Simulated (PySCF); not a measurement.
## Ionisation energy of Ca by level of theory

Ca [Ar] 4s2 (1S) → Ca⁺ [Ar] 4s1 (2S), as a difference of total energies. Calculation: PySCF 2.14, in x2c-TZVPPall (6s5p3d, 36 functions); the spin-free X2C one-electron Hamiltonian (Gaussian nucleus). Correlated levels: valence and next inner shell: [Ne] frozen. The calculations carry no spin-orbit coupling.

```csv
method,ionisation energy (eV),error (eV)
UHF,5.139,-0.974
MP2 (valence and next inner shell),5.885,-0.228
SCS-MP2 (valence and next inner shell),5.934,-0.179
CCSD (valence and next inner shell),5.984,-0.129
CCSD(T) (valence and next inner shell),6.029,-0.084
CCSDT (valence and next inner shell),6.031,-0.082
```

Reference: 6.113 eV (measured; NIST Atomic Spectra Database, ionization energies).

Errors of the correlated levels include the incompleteness of this basis and the frozen core.
